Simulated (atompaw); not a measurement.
# Before and after: PAW (atompaw) potential for Sc (Z = 21)

atompaw 4.2.0.5 input, output lines left out:

```
Sc 21
GGA-PBESOL scalarrelativistic loggrid 1500 logderivrange -6 5 276
4 4 3 0 0 0
4 0 1
4 1 0
3 2 2
0 0 0
c
c
v
v
c
v
v
v
2
2.60 2.50 2.15 2.45
n
n
y
0.45
n
custom polynom vanderbiltortho gaussian
bessel
1.50
2.15
1.75
1.90
2.60
2.60
```

Change: all radii scaled by about 0.83 (s 1.24, p 1.46, d 2.16 bohr); local potential bessel scheme, radius 1.78 bohr; augmentation gaussian compensation charge, radius 2.08 bohr; PAW radius 2.16 bohr; waves and projectors: custom polynom vanderbiltortho; core correction smooth core density matched at 2.04 bohr.

Cutoffs: the cutoffs (Ry, on a coarse ladder) from which the occupation-weighted sum of valence levels, in a spherical-Bessel basis at the reference potential, stays within 10 and 1 mRy of its value at 400 Ry; they do not see the model core or the augmentation charge, which bear on the density cutoff.

Problem. What does the change do?

Solution. The potential gets harder (25 Ry and 45 Ry → 35 Ry and 60 Ry); neither file shows a bound ghost. A smaller radius makes the pseudo-wave follow the all-electron one further in, where it bends more sharply, so more plane waves are needed.

| quantity | base | changed |
| --- | --- | --- |
| cutoff, loose | 25 Ry | 35 Ry |
| cutoff, tight | 45 Ry | 60 Ry |
| loose cutoff by channel (10 mRy a level) | s 15 Ry, p 21 Ry, d 10 Ry | s 18 Ry, p 30 Ry, d 18 Ry |
| bound ghosts | none | none |
| lowest overlap eigenvalue by channel | s 0.63, p 0.67, d 0.95 | s 0.17, p 0.75, d 0.95 |

 The cutoffs see the waves, projectors and local potential, not the compensation charge or the core.
